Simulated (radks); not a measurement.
Results of a calculation; reference values are marked as such.
Problem. Ionisation of the titanium ion Ti+, [Ar] 3d2 4s1, to Ti2+, [Ar] 3d2, under several functionals. Non-relativistic Kohn-Sham, spin-polarised, spherical densities, point nucleus; open shells are filled with parallel spins first; a radial shooting solver on a logarithmic mesh with Libxc functionals. Known Delta-SCF values: exchange-only B88 13.692 eV. What does RPBE give, and what is its highest occupied eigenvalue?

Solution. 13.843 eV by Delta-SCF; the 4s eigenvalue is -10.781 eV. NIST: 13.576 eV (measured).
